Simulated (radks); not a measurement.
Task: The mean radii <r> (bohr) of the occupied orbitals of an atom or ion are listed with their occupations. Method: Dirac Kohn-Sham, LDA (Slater exchange, Perdew-Zunger correlation), spin-unpolarised, spherical densities, point nucleus; computed with a radial shooting solver on a logarithmic mesh with Libxc functionals.

| orbital | occ. | <r> |
|---|---|---|
| 1s1/2 | 2 | 0.02613 |
| 2s1/2 | 2 | 0.1118 |
| 2p1/2 | 2 | 0.09405 |
| 2p3/2 | 4 | 0.09994 |
| 3s1/2 | 2 | 0.2989 |
| 3p1/2 | 2 | 0.2887 |
| 3p3/2 | 4 | 0.3005 |
| 3d3/2 | 4 | 0.2710 |
| 3d5/2 | 6 | 0.2747 |
| 4s1/2 | 2 | 0.6908 |
| 4p1/2 | 2 | 0.7148 |
| 4p3/2 | 4 | 0.7418 |
| 4d3/2 | 4 | 0.8141 |
| 4d5/2 | 4 | 0.8238 |
| 5s1/2 | 2 | 1.609 |
| 5p1/2 | 2 | 1.773 |
| 5p3/2 | 1 | 1.835 |
| 4f5/2 | 2 | 1.232 |

Name the element and its charge. Open shells, if any, fill j = l - 1/2 first.

Result: Z = 55, caesium, charge +4: Cs4+ in [Kr] 4d8 5s2 5p3 4f2. The 1s radius gives Z: for a bare nucleus <r> = (2 gamma + 1)/(2Z) with gamma = sqrt(1 - (Z/c)^2), 0.02574 bohr for Z = 55, and screening makes it slightly larger (0.02613 here). The occupations add up to 51, and the charge is Z minus that.
